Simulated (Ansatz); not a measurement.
H4NNbO3, SMILES `[NH]=[Nb]([OH])([OH])[OH]`, relaxed with RKS PBE-D4/def2-SVP in Ansatz 0.2.0 from a rough embedded geometry. The force threshold is 0.03 eV/Å; the program also tests the step.

Charge 0, multiplicity 1. Nb: def2 effective core potential.

Start:

```xyz
9

N    -1.065    1.677   -0.510
Nb   -0.014    0.171   -0.210
O     0.979   -0.228   -1.901
O    -1.139   -1.387    0.207
O     1.288    0.519    1.283
H    -1.696    2.071    0.306
H     1.366   -1.138   -1.814
H    -0.522   -2.098    0.493
H     0.803    0.415    2.147
```

```json
{"step": "1", "energy (eV)": "-9237.5377", "largest force (eV/Å)": "2.355", "largest move (Å)": "0.000"}
{"step": "2", "energy (eV)": "-9237.9402", "largest force (eV/Å)": "2.418", "largest move (Å)": "0.195"}
{"step": "3", "energy (eV)": "-9238.0916", "largest force (eV/Å)": "1.744", "largest move (Å)": "0.180"}
{"step": "4", "energy (eV)": "-9238.3893", "largest force (eV/Å)": "0.645", "largest move (Å)": "0.200"}
{"step": "5", "energy (eV)": "-9238.5120", "largest force (eV/Å)": "0.248", "largest move (Å)": "0.200"}
{"step": "6", "energy (eV)": "-9238.5518", "largest force (eV/Å)": "0.561", "largest move (Å)": "0.200"}
{"step": "7", "energy (eV)": "-9238.5541", "largest force (eV/Å)": "0.418", "largest move (Å)": "0.050"}
{"step": "8", "energy (eV)": "-9238.5580", "largest force (eV/Å)": "0.261", "largest move (Å)": "0.027"}
{"step": "9", "energy (eV)": "-9238.5595", "largest force (eV/Å)": "0.064", "largest move (Å)": "0.010"}
{"step": "10 (rejected)", "energy (eV)": "-9238.5588", "largest force (eV/Å)": "0.039", "largest move (Å)": "0.040"}
{"step": "11", "energy (eV)": "-9238.5599", "largest force (eV/Å)": "0.005", "largest move (Å)": "0.018"}
```

End:

```xyz
9

N    -1.100    1.445   -0.147
Nb   -0.068    0.017   -0.063
O     0.882   -0.087   -1.743
O    -1.228   -1.500    0.235
O     1.193    0.144    1.373
H    -1.736    2.238   -0.255
H     1.610   -0.713   -1.902
H    -0.900   -2.386    0.470
H     1.347    0.841    2.033
```

Run time 8 s (4 threads of an Intel Xeon 6975P-C on a shared host); peak host memory 0.18 GiB.
